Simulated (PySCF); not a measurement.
C₃H₇BO₃, SMILES [C@@H]1(O)CCOB1O. Geometry: B3LYP-D3(BJ)/def2-SVP. The structure was generated by enumeration; whether it is a known compound was not checked. One conformer was computed; it need not be the lowest.

Level of theory: B3LYP-D3(BJ)/def2-SVP in PySCF.

Harmonic wavenumbers (cm⁻¹): 116, 180, 221, 262, 354, 427, 521, 559, 638, 653, 766, 864, 931, 960, 990, 1054, 1084, 1131, 1179, 1226, 1242, 1267, 1294, 1358, 1364, 1426, 1473, 1486, 1518, 2912, 3031, 3048, 3099, 3108, 3817, 3829. Rotational constants (GHz): 3.266, 3.053, 1.668; symmetry number 1.

Question: Work out the zero-point energy and the ideal-gas rigid-rotor harmonic-oscillator thermochemistry at 298.15 K and 1 atm.

Answer: ZPE = ½ Σ hcν = ½ × 49391 cm⁻¹ = 70.61 kcal/mol. H − E(el) = 75.53 kcal/mol. Entropy in cal/(mol K): translation 39.77, rotation 27.36, vibration 14.20, total 81.33. G − E(el) = 51.28 kcal/mol. Cp = 27.35 cal/(mol K). Modes under 150 cm⁻¹ make the vibrational entropy uncertain.
